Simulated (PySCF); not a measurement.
## Nuclear repulsion and electron count by hand

System: sulfur tetrafluoride (F4S), singlet, geometry from GFN2-xTB. Level: PBE0/STO-3G in PySCF. Sums are taken with unrounded values, so a last digit can differ.

Coordinates (Å):

```
atom         x         y         z
----  --------  --------  --------
F1    -0.23352   1.37050  -0.18841
S2    -0.23504  -0.19088   0.22789
F3    -1.19495  -0.51330  -1.12702
F4     0.79561   0.18898   1.51422
F5     1.05070  -0.70683  -0.60392
```

**Question.** Work out the nuclear repulsion energy and the numbers of alpha and beta electrons.

**Answer.** In atomic units each pair adds Z_i Z_j / r_ij, with r in bohr (1 bohr = 0.529177 Å).
| pair | r (Å) | r (bohr) | Z_i Z_j | term (Eh) |
|---|---|---|---|---|
| F1-S2 | 1.6159 | 3.0537 | 144 | 47.1565 |
| F1-F3 | 2.3139 | 4.3726 | 81 | 18.5245 |
| F1-F4 | 2.3139 | 4.3726 | 81 | 18.5245 |
| F1-F5 | 2.4773 | 4.6815 | 81 | 17.3023 |
| S2-F3 | 1.6915 | 3.1965 | 144 | 45.0497 |
| S2-F4 | 1.6915 | 3.1965 | 144 | 45.0497 |
| S2-F5 | 1.6159 | 3.0537 | 144 | 47.1565 |
| F3-F4 | 3.3811 | 6.3893 | 81 | 12.6774 |
| F3-F5 | 2.3139 | 4.3726 | 81 | 18.5245 |
| F4-F5 | 2.3139 | 4.3726 | 81 | 18.5245 |
The sum is 288.4898 Eh; PySCF gives 288.4898 Eh. The atomic numbers add up to 52, so at charge +0 there are 52 electrons; multiplicity 1 means 0 unpaired, so 26 alpha and 26 beta.
